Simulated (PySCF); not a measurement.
# Electron correlation in Ir⁺ (iridium, charge +1)

[Xe] 4f14 5d7 6s1, high-spin 5F determinant. All numbers are calculated (PySCF 2.14, scalar relativity by spin-free X2C-1e, in x2c-TZVPPall (11s7p7d3f1g, 97 functions)). Frozen: [Xe] 4f14; 8 electrons correlated.

```csv
level,correlation energy (mhartree)
CCSD,-171.92
(T),-5.21
CCSD(T),-177.13
```

Diagnostics: T1 = 0.0067, D1 = 0.0193, largest double amplitude 0.021.

Spin-orbit coupling, absent here, splits the open shell strongly.

Cost of the coupled-cluster step: of the order of 25 core-seconds, for 8 correlated electrons.

Iterations:

```
CC2 = 0
CCSD nocc = (np.int64(6), np.int64(2)), nmo = (63, 63)
frozen orbitals [[0, 1, 2, 3, 4, 5, 6, 7, 8, 9, 10, 11, 12, 13, 14, 15, 16, 17, 18, 19, 20, 21, 22, 23, 24, 25, 26, 27, 28, 29, 30, 31, 32, 33], [0, 1, 2, 3, 4, 5, 6, 7, 8, 9, 10, 11, 12, 13, 14, 15, 16, 17, 18, 19, 20, 21, 22, 23, 24, 25, 26, 27, 28, 29, 30, 31, 32, 33]]
max_cycle = 100
direct = 0
conv_tol = 1e-08
conv_tol_normt = 1e-06
diis_space = 8
diis_start_cycle = 0
Init t2, MP2 energy = -0.169082454815313
Init E_corr(UCCSD) = -0.169082454818032
cycle = 1  E_corr(UCCSD) = -0.170437865378714  dE = -0.00135541056  norm(t1,t2) = 0.0259502
cycle = 2  E_corr(UCCSD) = -0.171475299708574  dE = -0.00103743433  norm(t1,t2) = 0.00867719
cycle = 3  E_corr(UCCSD) = -0.171923583184115  dE = -0.000448283476  norm(t1,t2) = 0.00364715
cycle = 4  E_corr(UCCSD) = -0.171925732561832  dE = -2.14937772e-06  norm(t1,t2) = 0.000636871
cycle = 5  E_corr(UCCSD) = -0.171921958942768  dE = 3.77361906e-06  norm(t1,t2) = 0.000241497
cycle = 6  E_corr(UCCSD) = -0.171924950907858  dE = -2.99196509e-06  norm(t1,t2) = 6.27917e-05
cycle = 7  E_corr(UCCSD) = -0.171924993310212  dE = -4.24023539e-08  norm(t1,t2) = 1.27833e-05
cycle = 8  E_corr(UCCSD) = -0.171924879534097  dE = 1.13776115e-07  norm(t1,t2) = 3.04554e-06
cycle = 9  E_corr(UCCSD) = -0.171924876773527  dE = 2.76056966e-09  norm(t1,t2) = 6.5238e-07
UCCSD converged
E(UCCSD) = -17823.86303062021  E_corr = -0.1719248767735272
UCCSD(T) correction = -0.00520877978377495
```
